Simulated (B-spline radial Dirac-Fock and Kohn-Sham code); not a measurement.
# Relativistic shifts of the levels of Ta⁹⁺

System: Ta⁹⁺ in the configuration [Kr] 4d10 4f13 5s2 5p3.

Both columns are ΔSCF binding energies of the configuration average from an atomic code on a B-spline grid: non-relativistic Hartree-Fock with a point nucleus, and Dirac-Fock with a finite nucleus and the Coulomb interaction alone, averaged over the two j levels with weights 2j+1.

```
shell  Hartree-Fock (eV)  Dirac-Fock (eV)  shift (eV)  shift (%)
   1s            62580.6          67912.1    +5331.52      +8.52
   2s            10485.3          11896.1    +1410.87     +13.46
   2p            10029.3          10497.3     +467.98      +4.67
   3s             2541.5           2889.0     +347.47     +13.67
   3p             2330.8           2460.8     +130.01      +5.58
   3d             1942.5           1926.8      -15.65      -0.81
   4s              651.2            736.9      +85.66     +13.15
   4d              401.4            398.0       -3.43      -0.86
   4f              192.0            183.7       -8.30      -4.33
   5s              200.9            217.7      +16.88      +8.40
   5p              173.3            178.5       +5.20      +3.00
```

Relativity binds 1s, 2s, 2p, 3s, 3p, 4s, 5s, 5p more strongly, among those listed most of all 3s in relative terms, and 3d, 4d, 4f more weakly, because the contracted s and p shells screen the nucleus better.

Values without a named source are computed, but for edge energies of neutral atoms, which are taken from tables.
